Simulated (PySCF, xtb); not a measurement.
H2O2S2W, SMILES [O]=[W](=[O])([SH])[SH], multiplicity 1. The values are those of a single conformer.

Harmonic wavenumbers (cm⁻¹) from GFN2-xTB (xtb) at its own minimum, in rising order: 91, 126, 150, 167, 201, 246, 247, 306, 322, 508, 509, 852, 896, 2330, 2338.

Question: What does PBE-D3(BJ)/def2-SVP (PySCF) give at its own minimum? (The exact figures need the calculation; the answer reports its results.)

Answer: 112, 139, 157, 194, 269, 275, 295, 385, 387, 605, 608, 959, 989, 2594, 2594. Paired by order, the mean absolute difference is 85 cm⁻¹ and the zero-point energies are 13.3 and 15.1 kcal/mol.
